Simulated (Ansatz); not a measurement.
One change: `[CH3][GeH]([CH3])[Br]` becomes `[CH3][GeH]([CH3])[SiH3]`.

Ansatz, PBE0-D4/def2-TZVP geometries, multiplicity 1. 

Scalar relativity is left out up to krypton.

```tsv
property	`[CH3][GeH]([CH3])[Br]`
HOMO–LUMO gap (PBE0/def2-TZVPP) / eV	8.01
HOMO–LUMO gap (PBE/def2-TZVPP) / eV	5.82
HOMO energy (ωB97M-V/def2-TZVPP) / eV	-10.08
HOMO–LUMO gap (ωB97M-V/def2-TZVPP) / eV	12.11
size of the dipole moment (B3LYP/def2-TZVPP) / D	2.74
LUMO energy (PBE/def2-TZVPP) / eV	-0.79
```

Problem. Give the same properties after the change, and the shifts. (An estimate is asked.)

Solution. Ansatz gave: 
| property | `[CH3][GeH]([CH3])[SiH3]` | shift |
| --- | --- | --- |
| HOMO–LUMO gap (PBE0/def2-TZVPP) / eV | 8.19 | 0.18 |
| HOMO–LUMO gap (PBE/def2-TZVPP) / eV | 6.31 | 0.49 |
| HOMO energy (ωB97M-V/def2-TZVPP) / eV | -9.73 | 0.35 |
| HOMO–LUMO gap (ωB97M-V/def2-TZVPP) / eV | 11.78 | -0.33 |
| size of the dipole moment (B3LYP/def2-TZVPP) / D | 0.92 | -1.82 |
| LUMO energy (PBE/def2-TZVPP) / eV | -0.30 | 0.49 |

With PBE0 the HOMO rises by 0.18 eV and the LUMO rises by 0.36 eV, so the gap widens by about 0.18 eV. PBE moves the HOMO by 0.01 eV and ωB97M-V by 0.35 eV. Dipoles are sizes alone; their direction can turn.

B3LYP here is the variant with VWN-RPA as its local correlation; programs differ in this.
